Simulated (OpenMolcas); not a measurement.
Cr3+ among 6 point charges of -2 e arranged as an octahedron (Oh), 1.79 Å from the ion.

```
Program             : OpenMolcas 26.06
Method              : SS-CASPT2, IPEA 0.25 Eh, imaginary shift 0.1 Eh (closed shells correlated: 3s 3p)
Basis               : ANO-RCC-VDZP [5s4p2d1f]
Scalar Hamiltonian  : DKH2, point nucleus
Active space        : 3 electrons in 5 orbitals (3d)
State averaging     : 2S+1 = 4 even, 10 roots; 2S+1 = 2 even, 40 roots
Spin-orbit coupling : RASSI with atomic mean-field integrals over the reference wave functions
```

Task: What is the spin-free ground state (labels of O, the rotations of Oh)?

Result: 4A2, 1-fold in its orbital part, 100 % from free-ion F terms; it has the highest spin that d3 allows.

Task: Where is the first state of the same spin?

Result: 4T2 at 8900 cm-1 above the ground state.

Task: What are the lowest two levels with spin-orbit coupling?

Result: A 4-fold level Γ8, then a 2-fold level Γ7 8790 cm-1 above it. Their leading multiplicities are 4 (100 %) and 4 (100 %).

Task: What is χT at 300 K, and how does it compare with the textbook value?

Result: The lowest level has 2S+1 = 4, for which the spin-only value is χT = S(S+1) / 2 = 1.875 cm3 K/mol (g = 2). The computed 1.784 at 300 K differs by -0.091, through orbital momentum, spin-orbit coupling and any other state in reach.

Roots that are degenerate in the reference are averaged as groups; the widest CASPT2 spread within a group is 560 cm-1 (the 3-fold group of multiplicity 2 near 37800 cm-1 above the lowest state of its run). Shifts and gaps below about the spread of the groups concerned are not significant. Free-ion shares, where given, are those of the reference states; single-state CASPT2 does not remix them. Point charges carry no covalency, so the field is a model and not that of real ligands. No measured value stands beside these numbers.
